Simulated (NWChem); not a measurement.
# C₃HF₄ cation

```xyz
8

F      0.2071    -2.7020    -0.0977
C     -0.3149    -1.6149    -0.0459
C     -0.8256    -0.4557     0.0060
C      0.0453     0.8670     0.0042
F      1.3165     0.5446    -0.0605
F     -0.3132     1.5599    -1.0384
F     -0.2190     1.5006     1.1106
H     -1.9256    -0.3431     0.0583
```
Atoms are numbered in this order, from 1.

Program: NWChem. Pople sets run with spherical d functions. Coordinates come from a PBE0/def2-SVP optimisation. B3LYP is NWChem's, with the RPA form of VWN correlation. GIAO values for the isolated, static molecule; σ is the absolute isotropic shielding, δ = σ(reference) − σ with the isolated reference molecule computed at the same levels (13C: tetramethylsilane, 19F: trichlorofluoromethane, 1H: tetramethylsilane).

```
level                δ F1 (ppm)  δ C2 (ppm)  δ C3 (ppm)  δ C4 (ppm)  δ F5 (rotor mean) (ppm)  δ H8 (ppm)
-------------------  ----------  ----------  ----------  ----------  -----------------------  ----------
Hartree-Fock/6-31G*       184.4       321.1        36.2       105.3                    -14.5        8.22
BHandHLYP/pcSseg-1        165.1       316.8        38.1       122.0                    -17.9        8.25
B3LYP/6-311G**            118.4       282.7        35.8       127.3                    -20.9        7.48
PBE0/pcSseg-1             134.0       287.7        35.0       127.8                    -14.6        7.78
```
